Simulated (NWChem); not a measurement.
Molecule: C4H4ClF; SMILES Cl[C@H](C=C=C)F

Results from NWChem. Pople sets run with spherical d functions. All runs use the structure optimised with B3LYP/6-31G* (spherical d). Level: M06-2X/6-31G* with SMD, gas-phase geometry; reactions with the solvents are ignored. One conformer.

```csv
SMD term (kcal/mol),water,diethyl ether
distortion of the solute's density,0.73,0.40
polarisation,-6.09,-4.43
"cavity, dispersion and structure",4.02,-1.49
```

Task: Sum the solvation free energies, find the transfer free energy from water to diethyl ether and the partition coefficient at 298.15 K.

Result: 
1. ΔG(solv, water) = -1.34 kcal/mol and ΔG(solv, diethyl ether) = -5.52 kcal/mol (1 M gas to 1 M solution).
2. Transfer: -5.52 − (-1.34) = -4.18 kcal/mol.
3. log₁₀ K(diethyl ether/water) = −ΔG/(RT ln 10) = 4.18/1.364 = 3.1, so the model puts more of the solute in diethyl ether.
4. Of the transfer energy, 1.33 kcal/mol is electrostatic and -5.51 comes from the non-electrostatic term. The two phases are taken as the pure solvents.
